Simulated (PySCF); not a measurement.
# Computed records: CH4Al

Computed with PySCF 2.14.0. Calculation on a computer-drawn molecule: vertical ionisation energy to the stated ion spin, frozen-core CCSD(T) at the basis limit and cheaper methods, single-reference cases, UHF for radicals, no spin-orbit; all values are single points at the evaluated structure, the first of each entry, which is the reference or a displaced copy of it and isn't optimised; the reference structure only sets the zero of the energies above reference; triples share is (T) over the correlation energy.

Common to all runs: charge 0; multiplicity 2; ion multiplicity 1; diffuse functions no; basis cc-pV(n+d)Z; reference is the Hartree-Fock double-zeta minimum; best is HF at quadruple zeta + MP2 correlation extrapolated from triple and quadruple zeta + CCSD(T) minus MP2 at triple zeta; basis step is the size of the change from the same recipe one zeta lower.

(1) CH4Al

Evaluated structure:
```xyz
6
CH4Al
C     -0.1927     1.3365     0.7291
Al     1.2361     0.1133     0.8580
H     -1.2166     0.9954     0.8709
H      0.0458     2.3848     1.2023
H     -0.2892     1.7255    -0.6034
H      1.0963    -1.2924     0.0590
```

Reference structure:
```xyz
6
CH4Al
C     -0.1721     1.4275     0.5969
Al     1.2482     0.0948     0.9385
H     -1.1488     1.0119     0.8763
H     -0.0379     2.3684     1.1365
H     -0.2218     1.6546    -0.4757
H      1.1427    -1.3156     0.1951
```

- ionisation energy best: 7.46 eV
- ionisation energy basis step: 0.01431 eV
- energy above reference best: 22.87 kcal/mol
- energy above reference basis step: 0.2561 kcal/mol
- total energy HF triple zeta: -282.0576 hartree
- total energy CCSD(T) triple zeta: -282.3450 hartree
- total energy best: -282.3766 hartree
- T1 diagnostic at triple zeta: 0.01421
- D1 diagnostic at triple zeta: 0.03504
- spin squared at triple zeta: 0.754
- ion T1 diagnostic at triple zeta: 0.01363
- ion D1 diagnostic at triple zeta: 0.03087
- triples share at triple zeta: 0.03583
- basis functions triple zeta: 125
- dipole magnitude HF at triple zeta: 0.8534 debye
- dipole magnitude CCSD unrelaxed at triple zeta: 0.8006 debye
- dipole magnitude PBE at triple zeta: 0.8979 debye
- dipole magnitude r2SCAN at triple zeta: 0.9025 debye
- dipole magnitude B3LYP at triple zeta: 0.8419 debye
- dipole magnitude wB97X at triple zeta: 0.88 debye

Drawn bonds:
```csv
atom,other atom,order
1,2,1
1,3,1
1,4,1
1,5,1
2,6,1
```

Triple zeta:
```csv
method,ionisation energy (eV),energy above reference (kcal/mol)
HF,7.286,26.15
PBE,7.415,21.04
r2SCAN,7.571,22.56
B3LYP,7.518,22.9
wB97X,7.416,23.88
MP2,7.382,24.31
CCSD,7.428,23.38
CCSD(T),7.429,22.81
```

(2) CH4Al

Evaluated structure:
```xyz
6
CH4Al
C     -0.1890     1.3610     0.5815
Al     1.3017     0.1145     0.9411
H     -1.1390     0.9810     0.9044
H     -0.0094     2.3732     1.0733
H     -0.2563     1.6515    -0.4762
H      1.1109    -1.3768     0.1046
```

Reference structure:
```xyz
6
CH4Al
C     -0.1721     1.4275     0.5969
Al     1.2482     0.0948     0.9385
H     -1.1488     1.0119     0.8763
H     -0.0379     2.3684     1.1365
H     -0.2218     1.6546    -0.4757
H      1.1427    -1.3156     0.1951
```

* ionisation energy best: 7.66 eV
* ionisation energy basis step: 0.01896 eV
* energy above reference best: 3.76 kcal/mol
* energy above reference basis step: 0.02377 kcal/mol
* total energy HF triple zeta: -282.0923 hartree
* total energy CCSD(T) triple zeta: -282.3755 hartree
* total energy best: -282.4071 hartree
* T1 diagnostic at triple zeta: 0.01337
* D1 diagnostic at triple zeta: 0.03691
* spin squared at triple zeta: 0.756
* ion T1 diagnostic at triple zeta: 0.01418
* ion D1 diagnostic at triple zeta: 0.03522
* triples share at triple zeta: 0.03372
* basis functions triple zeta: 125
* dipole magnitude HF at triple zeta: 1.017 debye
* dipole magnitude CCSD unrelaxed at triple zeta: 0.9241 debye
* dipole magnitude PBE at triple zeta: 0.958 debye
* dipole magnitude r2SCAN at triple zeta: 0.9942 debye
* dipole magnitude B3LYP at triple zeta: 0.9726 debye
* dipole magnitude wB97X at triple zeta: 0.9838 debye

Drawn bonds:
```csv
atom,other atom,order
1,2,1
1,3,1
1,4,1
1,5,1
2,6,1
```

Triple zeta:
```csv
method,ionisation energy (eV),energy above reference (kcal/mol)
HF,7.512,4.34
PBE,7.618,2.936
r2SCAN,7.785,3.519
B3LYP,7.726,3.585
wB97X,7.657,3.73
MP2,7.611,4.131
CCSD,7.629,3.811
CCSD(T),7.627,3.706
```

(3) CH4Al

Evaluated structure:
```xyz
6
CH4Al
C     -0.1697     1.4075     0.5966
Al     1.2606     0.0727     0.9731
H     -1.6459     0.8316     1.0645
H     -0.0372     2.3916     1.1290
H     -0.2215     1.6409    -0.5138
H      1.1259    -1.3525     0.1772
```

Reference structure:
```xyz
6
CH4Al
C     -0.1721     1.4275     0.5969
Al     1.2482     0.0948     0.9385
H     -1.1488     1.0119     0.8763
H     -0.0379     2.3684     1.1365
H     -0.2218     1.6546    -0.4757
H      1.1427    -1.3156     0.1951
```

* ionisation energy best: 7.566 eV
* ionisation energy basis step: 0.02543 eV
* energy above reference best: 47.23 kcal/mol
* energy above reference basis step: 0.1006 kcal/mol
* total energy HF triple zeta: -282.0140 hartree
* total energy CCSD(T) triple zeta: -282.3067 hartree
* total energy best: -282.3378 hartree
* T1 diagnostic at triple zeta: 0.02949
* D1 diagnostic at triple zeta: 0.1137
* spin squared at triple zeta: 0.8034
* ion T1 diagnostic at triple zeta: 0.01559
* ion D1 diagnostic at triple zeta: 0.03412
* triples share at triple zeta: 0.03887
* basis functions triple zeta: 125
* dipole magnitude HF at triple zeta: 1.05 debye
* dipole magnitude CCSD unrelaxed at triple zeta: 0.7632 debye
* dipole magnitude PBE at triple zeta: 0.7163 debye
* dipole magnitude r2SCAN at triple zeta: 0.7901 debye
* dipole magnitude B3LYP at triple zeta: 0.8425 debye
* dipole magnitude wB97X at triple zeta: 0.7922 debye

Drawn bonds:
```csv
atom,other atom,order
1,2,1
1,3,1
1,4,1
1,5,1
2,6,1
```

Triple zeta:
```csv
method,ionisation energy (eV),energy above reference (kcal/mol)
HF,7.434,53.52
PBE,7.506,44.23
r2SCAN,7.673,47.51
B3LYP,7.621,47.18
wB97X,7.553,50.3
MP2,7.405,52.36
CCSD,7.538,48.13
CCSD(T),7.534,46.88
```

(4) CH4Al

Evaluated structure:
```xyz
6
CH4Al
C     -0.1236     1.4526     0.6117
Al     1.2582     0.1006     0.9717
H     -1.1292     0.9995     0.8592
H      0.0187     2.4291     1.1445
H     -0.2272     1.6823    -0.4648
H      1.1033    -1.2670     0.1649
```

Reference structure:
```xyz
6
CH4Al
C     -0.1721     1.4275     0.5969
Al     1.2482     0.0948     0.9385
H     -1.1488     1.0119     0.8763
H     -0.0379     2.3684     1.1365
H     -0.2218     1.6546    -0.4757
H      1.1427    -1.3156     0.1951
```

- ionisation energy best: 7.488 eV
- ionisation energy basis step: 0.01661 eV
- energy above reference best: 1.274 kcal/mol
- energy above reference basis step: 0.04195 kcal/mol
- total energy HF triple zeta: -282.0965 hartree
- total energy CCSD(T) triple zeta: -282.3794 hartree
- total energy best: -282.4110 hartree
- T1 diagnostic at triple zeta: 0.01262
- D1 diagnostic at triple zeta: 0.03358
- spin squared at triple zeta: 0.7542
- ion T1 diagnostic at triple zeta: 0.01253
- ion D1 diagnostic at triple zeta: 0.02882
- triples share at triple zeta: 0.03368
- basis functions triple zeta: 125
- dipole magnitude HF at triple zeta: 0.5881 debye
- dipole magnitude CCSD unrelaxed at triple zeta: 0.5695 debye
- dipole magnitude PBE at triple zeta: 0.6778 debye
- dipole magnitude r2SCAN at triple zeta: 0.6676 debye
- dipole magnitude B3LYP at triple zeta: 0.6202 debye
- dipole magnitude wB97X at triple zeta: 0.637 debye

Drawn bonds:
```csv
atom,other atom,order
1,2,1
1,3,1
1,4,1
1,5,1
2,6,1
```

Triple zeta:
```csv
method,ionisation energy (eV),energy above reference (kcal/mol)
HF,7.296,1.735
PBE,7.451,0.8981
r2SCAN,7.606,1.19
B3LYP,7.544,1.3
wB97X,7.455,1.32
MP2,7.424,1.39
CCSD,7.453,1.327
CCSD(T),7.455,1.235
```

(5) CH4Al

Evaluated structure:
```xyz
6
CH4Al
C     -0.1761     1.4780     0.6560
Al     1.3683     0.1032     0.8589
H     -1.0970     1.1442     0.8136
H      0.0581     2.3995     1.0910
H     -0.1749     1.6268    -0.4724
H      1.0603    -1.2514     0.2773
```

Reference structure:
```xyz
6
CH4Al
C     -0.1721     1.4275     0.5969
Al     1.2482     0.0948     0.9385
H     -1.1488     1.0119     0.8763
H     -0.0379     2.3684     1.1365
H     -0.2218     1.6546    -0.4757
H      1.1427    -1.3156     0.1951
```

- ionisation energy best: 7.569 eV
- ionisation energy basis step: 0.01871 eV
- energy above reference best: 10.32 kcal/mol
- energy above reference basis step: 0.3522 kcal/mol
- total energy HF triple zeta: -282.0833 hartree
- total energy CCSD(T) triple zeta: -282.3650 hartree
- total energy best: -282.3966 hartree
- T1 diagnostic at triple zeta: 0.01241
- D1 diagnostic at triple zeta: 0.03269
- spin squared at triple zeta: 0.7545
- ion T1 diagnostic at triple zeta: 0.0125
- ion D1 diagnostic at triple zeta: 0.02763
- triples share at triple zeta: 0.03303
- basis functions triple zeta: 125
- dipole magnitude HF at triple zeta: 0.3373 debye
- dipole magnitude CCSD unrelaxed at triple zeta: 0.2776 debye
- dipole magnitude PBE at triple zeta: 0.2969 debye
- dipole magnitude r2SCAN at triple zeta: 0.3033 debye
- dipole magnitude B3LYP at triple zeta: 0.3049 debye
- dipole magnitude wB97X at triple zeta: 0.2546 debye

Drawn bonds:
```csv
atom,other atom,order
1,2,1
1,3,1
1,4,1
1,5,1
2,6,1
```

Triple zeta:
```csv
method,ionisation energy (eV),energy above reference (kcal/mol)
HF,7.367,10.02
PBE,7.544,10.96
r2SCAN,7.699,10.48
B3LYP,7.627,10.1
wB97X,7.548,10.6
MP2,7.517,10.08
CCSD,7.533,10.26
CCSD(T),7.534,10.31
```
